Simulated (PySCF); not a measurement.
**Working out the ionisation energy of Sb**

Sb [Kr] 4d10 5s2 5p3 (4S) → Sb⁺ [Kr] 4d10 5s2 5p2 (3P). Calculation: PySCF 2.14, in aug-cc-pVTZ-PP with ECP28MDF (6s5p4d2f, 55 functions); scalar relativity through the core potential. Frozen: 4s2 4p6 4d10. Energies in hartree (1 hartree = 27.21139 eV):

```
            part   Sb (lower)  Sb⁺ (upper)
             UHF  -239.277766  -238.962344
CCSD correlation    -0.073804    -0.059093
             (T)    -0.002606    -0.001435
```

Problem. What does Hartree-Fock give?

Solution. (-238.962344) − (-239.277766) = 0.315422 hartree = 8.583 eV.

Problem. What do CCSD and CCSD(T) give?

Solution. The CCSD correlation energies differ by 0.014711 hartree = 0.400 eV and the triples by 0.001171 hartree = 0.032 eV, so CCSD gives 8.983 eV and CCSD(T) 9.015 eV.

Measured between the centres of the two terms (NIST): 9.124 eV, so CCSD(T) (valence) is off by -0.109 eV.

What remains against the reference includes basis incompleteness, the frozen core and higher excitations.
